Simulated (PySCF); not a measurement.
This PySCF input asks for the NMR shieldings of `CCOC/C(C)=C/B(F)F`, C₆H₁₁BF₂O; the geometry comes from GFN2-xTB.

```python
import basis_set_exchange as bse
import numpy as np
from pyscf import gto, dft
from pyscf.prop import nmr

atoms = """
C     3.088656   -0.049164   -0.871474
C     1.807568    0.389610   -0.181614
O     1.349933   -0.669355    0.636120
C     0.191240   -0.350902    1.370058
C    -1.038880   -0.211374    0.499362
C    -1.336497   -1.421124   -0.318179
C    -1.761921    0.919528    0.496580
B    -3.035754    1.237798   -0.307610
F    -3.664159    0.416093   -1.134278
F    -3.613523    2.426176   -0.221990
H     3.456207    0.749388   -1.509574
H     2.900820   -0.931762   -1.476371
H     3.845409   -0.292512   -0.131056
H     1.041223    0.650760   -0.927136
H     1.991909    1.280371    0.439498
H     0.050544   -1.192540    2.056176
H     0.350285    0.565541    1.957743
H    -1.796600   -2.176876    0.318516
H    -0.405596   -1.838868   -0.698165
H    -2.010203   -1.205021   -1.139072
H    -1.419581    1.721176    1.141993
"""
names = dict.fromkeys(["C", "O", "B", "F", "H"], "pcSseg-1")
basis = {el: gto.basis.parse(bse.get_basis(n, elements=[el], fmt="nwchem")) for el, n in names.items()}
mol = gto.M(atom=atoms, basis=basis, charge=0, verbose=0)
mf = dft.RKS(mol, xc="PBE0")
mf.grids.level = 2
mf.grids.alignment = dft.numint.BLKSIZE   # the property module wants whole blocks of grid points
mf.conv_tol = 1e-9
mf.kernel()

calc = nmr.RKS(mf)   # GIAO
C = mf.mo_coeff
Co = C[:, mf.mo_occ > 0]
resp = mf.gen_response(singlet=True, hermi=2)
def vind(x):   # induced exchange potential for any number of trial vectors
    d = np.einsum("pi,xij,qj->xpq", C, 2 * x.reshape(-1, C.shape[1], Co.shape[1]), Co, optimize=True)
    return np.einsum("xpq,pi,qj->xij", resp(d - d.transpose(0, 2, 1)), C, Co, optimize=True).ravel()
mo1, _ = nmr.rhf.solve_mo1(calc, with_cphf=vind)
sigma = calc.kernel(mo1)
for i, s in enumerate(sigma):   # ppm
    print("%2d %-2s %9.2f" % (i, mol.atom_pure_symbol(i), np.trace(s) / 3))
```

Q: What does it print?

A: 
```
 0 C     169.00
 1 C     118.46
 2 O     279.20
 3 C     104.43
 4 C       1.80
 5 C     167.01
 6 C      66.63
 7 B      77.12
 8 F     258.23
 9 F     246.89
10 H      30.71
11 H      30.36
12 H      30.22
13 H      28.27
14 H      28.59
15 H      27.23
16 H      27.95
17 H      30.00
18 H      29.30
19 H      28.92
20 H      26.08
```

These numbers come from an equivalent density-fitted implementation of the same equations, which agrees with the script to about 0.01 ppm for H and up to a few tenths of a ppm for heavy atoms, so last digits may differ.

Size and cost of the density-fitted run: 225 basis functions, 56 s wall time on 1 thread of an Arm Neoverse V1, shared host; peak memory 1 GiB.
